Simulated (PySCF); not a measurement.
Calculation: PBE-D3(BJ)/def2-TZVP // PBE0-D4/def2-TZVP (PySCF). Gas-phase values, no solvent. 

Reference species (SMILES): `[CH3][Al][CH3]` (neutral, multiplicity 2).

The dipole moment is 0.49 D.

Changed species: `[CH3][AlH]` (radical fragment; the reference has radical fragment).

Problem. What does the change do to the dipole moment?

Solution. the dipole moment rises by 0.23 D, to 0.72 D.
